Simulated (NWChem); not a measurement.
Everything below was run with NWChem. System: GaN, charge 0, spin multiplicity 3, at a geometry optimised with UPBE0/def2-SVP. The structure started from a generated list of species. Its SCF solution wasn't tested for a lower state. Level: UHF/def2-TZVP.

Input file:

```
start mol
memory heap 200 mb stack 900 mb global 1100 mb
geometry units angstroms nocenter noautoz
  Ga     0.000000     0.000000     0.340309
  N      0.000000     0.000000    -1.507082
  symmetry group C2v
end
basis spherical
  * library def2-tzvp
end
scf
  uhf
  nopen 2
  maxiter 100
  thresh 1e-7
  semidirect memsize 60000000 filesize 0
  # guess.movecs holds the orbitals of an unrestricted PBE0 run
  vectors input guess.movecs output mol.movecs
end
task scf energy
```

Part of the output:

```
             Northwest Computational Chemistry Package (NWChem) 7.3.0
             --------------------------------------------------------

                                NWChem Input Module
                                -------------------

 Scaling coordinates for geometry "geometry" by  1.889725989
 (inverse scale =  0.529177249)

 Turning off AUTOSYM since
 SYMMETRY directive was detected!

                             Geometry "geometry" -> ""
                             -------------------------

 Output coordinates in angstroms (scale by  1.889725989 to convert to a.u.)

  No.       Tag          Charge          X              Y              Z
 ---- ---------------- ---------- -------------- -------------- --------------
    1 Ga                  31.0000     0.00000000     0.00000000     0.34030900
    2 N                    7.0000     0.00000000     0.00000000    -1.50708200

 Effective nuclear repulsion energy (a.u.)      62.1587216961

            Nuclear Dipole moment (a.u.)
            ----------------------------
        X                 Y               Z
 ---------------- ---------------- ----------------
     0.0000000000     0.0000000000     0.0000094486

      Symmetry information
      --------------------

 Group name             C2v
 Group number             16
 Group order               4
 No. of unique centers     2

      Symmetry unique atoms

     1    2


 Summary of "ao basis" -> "" (spherical)
 ------------------------------------------------------------------------------
       Tag                 Description            Shells   Functions and Types
 ---------------- ------------------------------  ------  ---------------------
 *                         def2-tzvp                  on all atoms

 Summary of "ao basis" -> "ao basis" (spherical)
 ------------------------------------------------------------------------------
       Tag                 Description            Shells   Functions and Types
 ---------------- ------------------------------  ------  ---------------------
 Ga                        def2-tzvp                16       48   6s5p4d1f
 N                         def2-tzvp                11       31   5s3p2d1f

                                 NWChem SCF Module
                                 -----------------

  ao basis        = "ao basis"
  functions       =    79
  atoms           =     2
  alpha electrons =    20
  beta  electrons =    18
  charge          =   0.00
  wavefunction    = UHF
  use symmetry    = T
  symmetry adapt  = T

 Summary of "ao basis" -> "ao basis" (spherical)
 ------------------------------------------------------------------------------
       Tag                 Description            Shells   Functions and Types
 ---------------- ------------------------------  ------  ---------------------
 Ga                        def2-tzvp                16       48   6s5p4d1f
 N                         def2-tzvp                11       31   5s3p2d1f

      Symmetry analysis of basis
      --------------------------

        a1         35
        a2          8
        b1         18
        b2         18

 Forming initial guess at       0.0s

   Symmetry analysis of molecular orbitals - initial alpha
   -------------------------------------------------------

  Numbering of irreducible representations:

     1 a1          2 a2          3 b1          4 b2

  Orbital symmetries:

     1 a1          2 a1          3 b2          4 b1          5 a1
     6 a1          7 a1          8 b2          9 b1         10 a1
    11 a1         12 b2         13 a2         14 a1         15 b1
    16 a1         17 a1         18 b2         19 a1         20 b1
    21 b2         22 b1         23 a1         24 a1         25 a2
    26 a1         27 a1         28 b2         29 b2         30 b1

   Symmetry analysis of molecular orbitals - initial beta
   ------------------------------------------------------

  Numbering of irreducible representations:

     1 a1          2 a2          3 b1          4 b2

  Orbital symmetries:

     1 a1          2 a1          3 b2          4 b1          5 a1
     6 a1          7 a1          8 b2          9 b1         10 a1
    11 a1         12 a2         13 a1         14 b2         15 b1
    16 a1         17 a1         18 b1         19 a1         20 b2
    21 b1         22 b2         23 a1         24 a2         25 a1
    26 a1         27 a1         28 b1         29 b2         30 b1

 Starting SCF solution at       0.0s

 ----------------------------------------------
         Quadratically convergent UHF

 Convergence threshold     :          1.000E-07
 Maximum no. of iterations :          100
 Integral*density screening:          1.000E-09
 ----------------------------------------------

              iter       energy          gnorm     gmax       time
             ----- ------------------- --------- --------- --------
                 1    -1977.6012240111  6.27D-01  1.61D-01      0.8
                 2    -1977.6217143997  2.19D-01  5.27D-02      0.9
                 3    -1977.6280768451  2.07D-02  7.70D-03      0.9
                 4    -1977.6283101656  4.22D-04  1.70D-04      1.0
                 5    -1977.6283104072  1.09D-06  7.00D-07      1.2
                 6    -1977.6283104072  7.78D-09  2.85D-09      1.3

       Final UHF  results
       ------------------

         Total SCF energy =  -1977.628310407219
      One electron energy =  -2883.025329835716
      Two electron energy =    843.238297732368
 Nuclear repulsion energy =     62.158721696130

                       Sz =      1.0000
                 Sz(Sz+1) =      2.0000
[...]
  Numbering of irreducible representations:

     1 a1          2 a2          3 b1          4 b2

  Orbital symmetries:

     1 a1          2 a1          3 b2          4 b1          5 a1
     6 a1          7 a1          8 b2          9 b1         10 a1
    11 a1         12 a2         13 a1         14 b1         15 b2
    16 a1         17 a1         18 b1         19 b2         20 a1
    21 b1         22 a1         23 b2         24 a2         25 a1
    26 a1         27 b1         28 b2         29 a1         30 b1

          Final alpha eigenvalues
          -----------------------

              1
    1 -378.8269
    2  -48.1781
    3  -42.5049
    4  -42.5042
    5  -42.5040
    6  -15.5991
    7   -6.4063
    8   -4.4968
    9   -4.4968
   10   -4.4936
   11   -1.2265
   12   -1.2074
   13   -1.2068
   14   -1.2068
   15   -1.2044
   16   -1.0824
   17   -0.5800
   18   -0.5107
   19   -0.4438
   20   -0.3613
   21    0.0443
   22    0.0568
   23    0.1246
   24    0.2852
   25    0.2867
   26    0.2970
   27    0.3147
   28    0.3367
   29    0.3506
   30    0.3781

          Final beta eigenvalues
          ----------------------

              1
    1 -378.8267
    2  -48.1780
    3  -42.5044
    4  -42.5043
    5  -42.5020
    6  -15.5399
    7   -6.4061
    8   -4.4962
    9   -4.4958
   10   -4.4901
   11   -1.2088
   12   -1.2073
   13   -1.2061
   14   -1.2040
   15   -1.2030
   16   -0.8263
   17   -0.3834
   18   -0.3257
   19    0.0129
   20    0.0519
   21    0.0658
   22    0.1494
   23    0.1646
   24    0.2836
   25    0.2837
   26    0.3073
   27    0.3630
   28    0.3675
   29    0.3703
   30    0.3794

                    UHF Final Alpha Molecular Orbital Analysis
                    ------------------------------------------

 Vector   18  Occ=1.000000D+00  E=-5.106619D-01  Symmetry=b2
              MO Center= -1.8D-13, -1.3D-14, -1.4D+00, r^2= 8.8D-01
   Bfn.  Coefficient  Atom+Function         Bfn.  Coefficient  Atom+Function
  ----- ------------  ---------------      ----- ------------  ---------------
    55      0.447790  2 N  py                58      0.436584  2 N  py
    61      0.251288  2 N  py

 Vector   19  Occ=1.000000D+00  E=-4.438121D-01  Symmetry=b1
              MO Center= -1.7D-14, -6.7D-16, -1.4D+00, r^2= 9.7D-01
   Bfn.  Coefficient  Atom+Function         Bfn.  Coefficient  Atom+Function
  ----- ------------  ---------------      ----- ------------  ---------------
    54      0.436617  2 N  px                57      0.415478  2 N  px
    60      0.273973  2 N  px

 Vector   20  Occ=1.000000D+00  E=-3.612823D-01  Symmetry=a1
              MO Center= -6.3D-15, -6.6D-15,  7.0D-01, r^2= 2.4D+00
   Bfn.  Coefficient  Atom+Function         Bfn.  Coefficient  Atom+Function
  ----- ------------  ---------------      ----- ------------  ---------------
     6      0.602123  1 Ga s                  5      0.466366  1 Ga s
    18      0.272958  1 Ga pz                 4     -0.226862  1 Ga s
    56     -0.186138  2 N  pz                59     -0.169548  2 N  pz
    62     -0.155474  2 N  pz                 3     -0.154481  1 Ga s

 Vector   21  Occ=0.000000D+00  E= 4.433362D-02  Symmetry=b2
              MO Center=  2.1D-13,  1.0D-13,  5.3D-01, r^2= 4.6D+00
   Bfn.  Coefficient  Atom+Function         Bfn.  Coefficient  Atom+Function
  ----- ------------  ---------------      ----- ------------  ---------------
    20      0.884743  1 Ga py                17      0.260404  1 Ga py
    61     -0.201710  2 N  py

 Vector   22  Occ=0.000000D+00  E= 5.676738D-02  Symmetry=b1
              MO Center= -6.2D-14, -3.5D-16,  5.5D-01, r^2= 4.7D+00
   Bfn.  Coefficient  Atom+Function         Bfn.  Coefficient  Atom+Function
  ----- ------------  ---------------      ----- ------------  ---------------
    19      0.890407  1 Ga px                16      0.244768  1 Ga px
    60     -0.217282  2 N  px

 Vector   23  Occ=0.000000D+00  E= 1.245780D-01  Symmetry=a1
              MO Center=  6.1D-15,  1.3D-15,  2.8D-01, r^2= 7.1D+00
   Bfn.  Coefficient  Atom+Function         Bfn.  Coefficient  Atom+Function
  ----- ------------  ---------------      ----- ------------  ---------------
    53      1.871230  2 N  s                 21      1.746425  1 Ga pz
     6     -1.439335  1 Ga s                 62      0.617341  2 N  pz
    18      0.245774  1 Ga pz                39     -0.188807  1 Ga d  0
    52     -0.186554  2 N  s                 51      0.161389  2 N  s

                     UHF Final Beta Molecular Orbital Analysis
                     -----------------------------------------

 Vector   16  Occ=1.000000D+00  E=-8.262963D-01  Symmetry=a1
              MO Center=  1.9D-16, -6.5D-16, -1.2D+00, r^2= 8.6D-01
   Bfn.  Coefficient  Atom+Function         Bfn.  Coefficient  Atom+Function
  ----- ------------  ---------------      ----- ------------  ---------------
    52      0.442708  2 N  s                 51      0.324565  2 N  s
    50     -0.219401  2 N  s                 53      0.200602  2 N  s
     5      0.181046  1 Ga s

 Vector   17  Occ=1.000000D+00  E=-3.834171D-01  Symmetry=a1
              MO Center= -5.9D-15, -4.9D-15,  3.2D-01, r^2= 2.4D+00
   Bfn.  Coefficient  Atom+Function         Bfn.  Coefficient  Atom+Function
  ----- ------------  ---------------      ----- ------------  ---------------
     5      0.627273  1 Ga s                  6      0.511649  1 Ga s
     4     -0.288446  1 Ga s                  3     -0.198596  1 Ga s
    53     -0.196029  2 N  s                 52     -0.165719  2 N  s

 Vector   18  Occ=1.000000D+00  E=-3.256956D-01  Symmetry=b1
              MO Center=  1.4D-14, -6.3D-17, -1.2D+00, r^2= 1.7D+00
   Bfn.  Coefficient  Atom+Function         Bfn.  Coefficient  Atom+Function
  ----- ------------  ---------------      ----- ------------  ---------------
    54      0.345853  2 N  px                57      0.328382  2 N  px
    60      0.310077  2 N  px                16      0.195428  1 Ga px
    19      0.185350  1 Ga px

 Vector   19  Occ=0.000000D+00  E= 1.291559D-02  Symmetry=b2
              MO Center= -6.3D-15,  1.8D-14,  3.3D-02, r^2= 4.2D+00
   Bfn.  Coefficient  Atom+Function         Bfn.  Coefficient  Atom+Function
  ----- ------------  ---------------      ----- ------------  ---------------
    20      0.727209  1 Ga py                17      0.269950  1 Ga py

 Vector   20  Occ=0.000000D+00  E= 5.185624D-02  Symmetry=a1
              MO Center= -4.4D-15, -8.9D-15, -2.7D-01, r^2= 4.3D+00
   Bfn.  Coefficient  Atom+Function         Bfn.  Coefficient  Atom+Function
  ----- ------------  ---------------      ----- ------------  ---------------
    21      0.494302  1 Ga pz                62     -0.395874  2 N  pz
     6      0.362692  1 Ga s                 53      0.338100  2 N  s
    18      0.264812  1 Ga pz                56     -0.229518  2 N  pz
     5     -0.204749  1 Ga s                 59     -0.176116  2 N  pz

 Vector   21  Occ=0.000000D+00  E= 6.575177D-02  Symmetry=b1
              MO Center=  1.1D-15,  1.5D-15,  3.6D-01, r^2= 4.8D+00
   Bfn.  Coefficient  Atom+Function         Bfn.  Coefficient  Atom+Function
  ----- ------------  ---------------      ----- ------------  ---------------
    19      0.871369  1 Ga px                60     -0.353401  2 N  px
    16      0.238633  1 Ga px                54     -0.182930  2 N  px

 center of mass
 --------------
 x =   0.00000000 y =   0.00000000 z =   0.05360178

 moments of inertia (a.u.)
 ------------------
         141.845165996920           0.000000000000           0.000000000000
           0.000000000000         141.845165996920           0.000000000000
           0.000000000000           0.000000000000           0.000000000000

  Mulliken analysis of the total density
  --------------------------------------

    Atom       Charge   Shell Charges
 -----------   ------   -------------------------------------------------------
    1 Ga  31    30.62   2.00  2.00  1.18  0.78  1.01  0.91  5.98  4.43  1.56  0.42  0.22  8.89  1.13  0.00  0.08  0.03
    2 N    7     7.38   0.82  1.15  0.61  0.96  0.29  1.28  1.48  0.78  0.00  0.01  0.00

  Mulliken analysis of the alpha density
  --------------------------------------

    Atom       Charge   Shell Charges
 -----------   ------   -------------------------------------------------------
    1 Ga  31    15.35   1.00  1.00  0.59  0.39  0.47  0.49  2.99  2.22  0.78  0.26  0.09  4.45  0.56  0.01  0.03  0.02
    2 N    7     4.65   0.41  0.58  0.33  0.51  0.11  1.04  1.17  0.51  0.00  0.00  0.00

   Mulliken analysis of the beta density
   -------------------------------------

    Atom       Charge   Shell Charges
 -----------   ------   -------------------------------------------------------
    1 Ga  31    15.27   1.00  1.00  0.59  0.39  0.53  0.42  2.99  2.21  0.78  0.15  0.13  4.44  0.57 -0.00  0.05  0.01
    2 N    7     2.73   0.41  0.58  0.28  0.45  0.18  0.24  0.31  0.28  0.00  0.00  0.00

   Mulliken analysis of the spin density
   -------------------------------------

    Atom       Charge   Shell Charges
 -----------   ------   -------------------------------------------------------
    1 Ga  31     0.08  -0.00 -0.00 -0.00  0.00 -0.06  0.07  0.00  0.01 -0.00  0.11 -0.04  0.00 -0.00  0.01 -0.02  0.01
    2 N    7     1.92   0.00 -0.00  0.04  0.06 -0.07  0.79  0.86  0.23 -0.00 -0.00  0.00

       Multipole analysis of the density wrt the origin
       ------------------------------------------------

     L   x y z        total         alpha         beta         nuclear
     -   - - -        -----         -----         ----         -------
     0   0 0 0     -0.000000    -20.000000    -18.000000     38.000000

     1   1 0 0      0.000000      0.000000     -0.000000      0.000000
     1   0 1 0     -0.000000     -0.000000      0.000000      0.000000
     1   0 0 1      0.795941      2.895701     -2.099770      0.000009

     2   2 0 0    -16.619314     -8.243833     -8.375481      0.000000
     2   1 1 0      0.000000      0.000000     -0.000000      0.000000
     2   1 0 1     -0.000000     -0.000000      0.000000      0.000000
     2   0 2 0    -14.550191     -8.314917     -6.235274      0.000000
     2   0 1 1     -0.000000     -0.000000      0.000000      0.000000
     2   0 0 2    -19.460174    -54.691648    -34.365676     69.597150

 Task  times  cpu:        1.3s     wall:        1.3s

 Total times  cpu:        1.3s     wall:        1.3s
```
